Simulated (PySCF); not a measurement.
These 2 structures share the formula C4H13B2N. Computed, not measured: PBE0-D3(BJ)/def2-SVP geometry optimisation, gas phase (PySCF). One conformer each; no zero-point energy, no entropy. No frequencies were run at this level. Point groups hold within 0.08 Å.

Task: Order them by energy at this level, lowest first, and give relative energies in kJ/mol.
A. `[BH2:1][NH:2][BH:3][C:4]([CH3:5])([CH3:6])[CH3:7]` with B1–N2–B3–C4 180°
B. `BN(B)C(C)(C)C`

Result: A (0.0), B (67.7).

As drawn, the lower has an N–H bond, which the higher lacks.

```csv
SMILES,E (Eh),E rel (kJ/mol),dipole (D),point group,"A, B, C (MHz)"
BNBC(C)(C)C,-264.25499,0.0,1.56,Cs,"4234, 1465, 1429"
BN(B)C(C)(C)C,-264.22918,67.7,1.93,near Cs,"3260, 2370, 1966"
```

Task: How do the relative energies change in single points at PBE0/pcSseg-1 (no added dispersion term) on the same geometries?

Result: 
```tsv
SMILES	PBE0-D3(BJ)/def2-SVP (kJ/mol)	PBE0/pcSseg-1 (kJ/mol)	shift
BNBC(C)(C)C	0.0	0.0	0.0
BN(B)C(C)(C)C	67.7	68.4	+0.7
```

Each column counts from its own lowest isomer. The order is unchanged; the largest shift is 0.7 kJ/mol.

Task: As an exercise, what shares would exp(−E/RT) give at 2000 K from these electronic energies alone (no entropy, no degeneracies)?

Result: RT = 16.629 kJ/mol: BNBC(C)(C)C 98.3 %, BN(B)C(C)(C)C 1.7 %.
